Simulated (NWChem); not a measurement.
# BHOBrF; SMILES OB(F)Br

```xyz
5

B      0.0332    -0.9230     0.0000
F     -1.1078    -1.6045     0.0000
Br    -0.0296     1.0073     0.0000
O      1.2307    -1.5381     0.0000
H      1.1410    -2.5051     0.0000
```
Atoms are numbered in this order, from 1.

Level: B3LYP/6-31G* (spherical d) (NWChem), optimised geometry, unscaled harmonic frequencies. This build's default masses of Se (78.918 u) and Br (79.917 u) are each other's, which moves their modes by up to 0.6 %. B3LYP is NWChem's, with the RPA form of VWN correlation.

List the harmonic frequencies with IR intensities, and the thermochemistry.


```tsv
frequency (cm⁻¹)	IR intensity (km/mol)
293	0.2
341	5.8
501	24.9
592	96.8
614	148.6
1007	150.4
1248	357.5
1458	334.1
3745	71.0
```

```yaml
zero_point_energy: 14.0 kcal/mol
thermal correction to the enthalpy at 298.15 K (with zero-point energy): 17.2 kcal/mol
heat capacity Cv: 13.2 cal/(mol K)
entropy at 298.15 K and 1 atm (symmetry number 1): 70.8 cal/(mol K)
dipole_moment: 2.42 D
```

Rigid rotor and harmonic oscillator.
